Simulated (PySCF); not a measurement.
**Al²⁺: excitation energy**

Al²⁺ [Ne] 3s1 (2S) → Al²⁺ [Ne] 3p1 (2P), as a difference of total energies. Calculation: PySCF 2.14, in x2c-QZVPPall (9s6p4d2f1g, 70 functions); scalar relativity by spin-free X2C-1e. Correlated levels: valence and next inner shell: 1s2 frozen. The calculations carry no spin-orbit coupling.

```csv
method,excitation energy (eV)
UHF,6.564
MP2 (valence and next inner shell),6.693
SCS-MP2 (valence and next inner shell),6.665
CCSD (valence and next inner shell),6.693
CCSD(T) (valence and next inner shell),6.696
```

**Question.** How much does correlation contribute at CCSD(T) (valence and next inner shell)?

**Answer.** 6.696 − (6.564) = 0.132 eV, measured against UHF.

A first-order spin-orbit estimate (lowest level to lowest level, LS coupling) adds -0.016 eV.

The basis was made for the ground configuration and has no added diffuse functions, so the excitation energy can come out too high.
